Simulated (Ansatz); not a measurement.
Consider the substitution at a C–C bond: `C[CH2][Zn][NH2]` + `[NH2][Ga]([Cl])[Cl]` → `C[NH][Ga]([Cl])[Cl]` + `[CH3][Zn][NH2]`.

Calculated with Ansatz (gas phase, PBE0-D4/def2-TZVP geometries, no zero-point term in ΔE). CCSD(T)/CBS adds triple-zeta CCSD(T) − MP2 to the extrapolated MP2 energy (def2 sets, frozen cores). Functionals use def2-TZVPP. HSE06 is defined as in plane-wave codes. For Ga, Zn outer-core shells are correlated without core-valence functions, which leaves a few kJ/mol of doubt a bond. Scalar relativity is left out up to krypton. Each species was taken in one conformer, which may not be the lowest.

| level | ΔE (kJ/mol) |
| --- | --- |
| BLYP-D4 | 14.6 |
| HSE06-D4 | 18.1 |
| CAM-B3LYP-D4 | 16.1 |
| PBE | 18.1 |

(1) What does CCSD(T)/CBS give? (Estimate.)

Largest T1 diagnostic among the species: 0.014.

Results:

(1) Ansatz gave: +19.2 kJ/mol. The listed levels differ from it by -4.6, -1.1, -3.1, -1.1 kJ/mol.

At CCSD(T), def2-SVP lies −4.3 kJ/mol from the extrapolated value and def2-TZVPP −1.1 kJ/mol. Leaving LDA and LC-ωPBE aside and taking each functional with its dispersion term where it has one, the values, not all of them listed here, spread over 5.0 kJ/mol, from BLYP-D4 to PBE-QIDH.
